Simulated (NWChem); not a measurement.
System: C2H7NSi, singlet; SMILES N(C)([SiH])C

Here is an NWChem input.

```
start job
memory heap 200 mb stack 900 mb global 1100 mb
geometry units angstroms noautoz
  Si     0.074371    -1.478870     0.000000
  H     -1.453433    -1.664135     0.000000
  N      0.005202     0.251913     0.000000
  C      1.236825     1.016577     0.000000
  C     -1.170607     1.095546     0.000000
  H      1.304111     1.667539    -0.890812
  H      1.304111     1.667539     0.890812
  H      2.105076     0.341615     0.000000
  H     -1.188311     1.752256     0.889461
  H     -1.188311     1.752256    -0.889461
  H     -2.080463     0.482802     0.000000
end
basis spherical
  * library def2-svp
end
dft
  xc becke88 lyp
  iterations 150
  mulliken
end
task dft energy
```

Parts of the log:

```
             Northwest Computational Chemistry Package (NWChem) 7.3.0
             --------------------------------------------------------

 CS  symmetry detected

                             Geometry "geometry" -> ""
                             -------------------------

 Output coordinates in angstroms (scale by  1.889725989 to convert to a.u.)

  No.       Tag          Charge          X              Y              Z
 ---- ---------------- ---------- -------------- -------------- --------------
    1 Si                  14.0000     0.04236830    -1.47309975     0.00000000
    2 H                    1.0000    -1.48836699    -1.63234064     0.00000000
    3 N                    7.0000     0.00266052     0.25860965     0.00000000
    4 C                    6.0000     1.24711681     1.00220549     0.00000000
    5 C                    6.0000    -1.15862289     1.12212820     0.00000000
    6 H                    1.0000     1.32546991     1.65192830    -0.89081200
    7 H                    1.0000     1.32546991     1.65192830     0.89081200
    8 H                    1.0000     2.10375687     0.31256696     0.00000000
    9 H                    1.0000    -1.16514967     1.77904438     0.88946100
   10 H                    1.0000    -1.16514967     1.77904438    -0.88946100
   11 H                    1.0000    -2.07877368     0.52495514     0.00000000

 Effective nuclear repulsion energy (a.u.)     160.7642798808

      Symmetry information
      --------------------

 Group name             Cs
 Group number              2
 Group order               2
 No. of unique centers     9

                                 NWChem DFT Module
                                 -----------------

 Summary of "ao basis" -> "ao basis" (spherical)
 ------------------------------------------------------------------------------
       Tag                 Description            Shells   Functions and Types
 ---------------- ------------------------------  ------  ---------------------
 Si                         def2-svp                 8       18   4s3p1d
 H                          def2-svp                 3        5   2s1p
 N                          def2-svp                 6       14   3s2p1d
 C                          def2-svp                 6       14   3s2p1d

      Symmetry analysis of basis
      --------------------------

        a'         65
        a"         30

            General Information
            -------------------
          SCF calculation type: DFT
          Wavefunction type:  closed shell.
          No. of atoms     :    11
          No. of electrons :    40
           Alpha electrons :    20
            Beta electrons :    20
          Charge           :     0
          Spin multiplicity:     1
          Use of symmetry is: on ; symmetry adaption is: on
          Maximum number of iterations: 150
          AO basis - number of functions:    95
                     number of shells:    47
          Convergence on energy requested:  1.00D-06
          Convergence on density requested:  1.00D-05
          Convergence on gradient requested:  5.00D-04

              XC Information
              --------------
                    Becke 1988 Exchange Functional  1.000
              Lee-Yang-Parr Correlation Functional  1.000

             Grid Information
             ----------------
          Grid used for XC integration:  medium
          Radial quadrature: Mura-Knowles
          Angular quadrature: Lebedev.
          Tag              B.-S. Rad. Rad. Pts. Rad. Cut. Ang. Pts.
          ---              ---------- --------- --------- ---------
          Si                  1.10       88          10.0       590
          H                   0.35       45          11.0       434
          N                   0.65       49           8.0       434
          C                   0.70       49          10.0       434
          Grid pruning is: on
          Number of quadrature shells:   460
          Spatial weights used:  Erf1

      Superposition of Atomic Density Guess
      -------------------------------------

 Sum of atomic energies:        -421.72730004

      Non-variational initial energy
      ------------------------------

 Total energy =    -423.931433
 1-e energy   =    -897.539853
 2-e energy   =     312.844140
 HOMO         =      -0.228076
 LUMO         =      -0.037221

      Symmetry analysis of molecular orbitals - initial
      -------------------------------------------------

  Numbering of irreducible representations:

     1 a'          2 a"

  Orbital symmetries:

     1 a'          2 a'          3 a'          4 a'          5 a'
     6 a'          7 a'          8 a"          9 a'         10 a'
    11 a'         12 a'         13 a"         14 a'         15 a'
    16 a"         17 a'         18 a'         19 a"         20 a'
    21 a"         22 a'         23 a'         24 a'         25 a'
    26 a"         27 a'         28 a'         29 a"         30 a'

     ---------------------------------------------
      Total Density - Mulliken Population Analysis
     ---------------------------------------------

    Atom       Charge   Shell Charges
 -----------   ------   -------------------------------------------------------
    1 Si  14    13.58   2.00  1.99  1.21  0.61  5.93  0.83  0.90  0.12
    2 H    1     1.19   0.73  0.45  0.01
    3 N    7     7.68   1.99  1.04  0.51  2.42  1.70  0.02
    4 C    6     6.01   1.99  0.94  0.18  1.94  0.92  0.04
    5 C    6     6.01   1.99  0.94  0.18  1.95  0.92  0.04
    6 H    1     0.92   0.68  0.21  0.02
    7 H    1     0.92   0.68  0.21  0.02
    8 H    1     0.91   0.68  0.21  0.02
    9 H    1     0.92   0.68  0.22  0.02
   10 H    1     0.92   0.68  0.22  0.02
   11 H    1     0.92   0.68  0.21  0.02

[...]
```

Level: BLYP/def2-SVP. Low-valent species are run as closed-shell singlets; no triplet was tried in these runs. Coordinates come from a PBE0/def2-SVP optimisation.
